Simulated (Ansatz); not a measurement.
Reaction (redistribution): `O[SiH]([SiH3])[TeH]` + `OBN[SiH3]` → `O[SiH]([SiH3])N[SiH3]` + `OB[TeH]`

Program: Ansatz. Geometries: PBE0-D4/def2-TZVP. ΔE: electronic, gas phase. CCSD(T)/CBS adds triple-zeta CCSD(T) − MP2 to the extrapolated MP2 energy (def2 sets, frozen cores). Functionals use def2-TZVPP. B3LYP here is the variant with VWN-RPA as its local correlation; programs differ in this. def2 core potentials past Kr. For Te outer-core shells are correlated without core-valence functions, which leaves a few kJ/mol of doubt a bond. One conformer a species, not always the lowest.

```
             level  ΔE (kcal/mol)
          B3LYP-D4           16.6
           ωB97X-V           16.0
           ωB97M-V           16.4
            B2PLYP           16.4
            r2SCAN           16.6
     HF/def2-TZVPP           17.4
CCSD(T)/def2-TZVPP           15.0
     MP2/CBS(def2)           16.7
```

(1) What does CCSD(T)/CBS give? (An estimate is asked.)

Largest T1 diagnostic among the species: 0.013.

Results:

(1) The calculation gave: +16.2 kcal/mol. The listed levels differ from it by 0.4, -0.2, 0.2, 0.2, 0.4, 1.2, -1.2, 0.5 kcal/mol.

In def2-TZVPP, CCSD(T) changes the Hartree–Fock value by −2.4 kcal/mol (the triples alone add −0.3 kcal/mol) and MP2 by −1.8 kcal/mol.
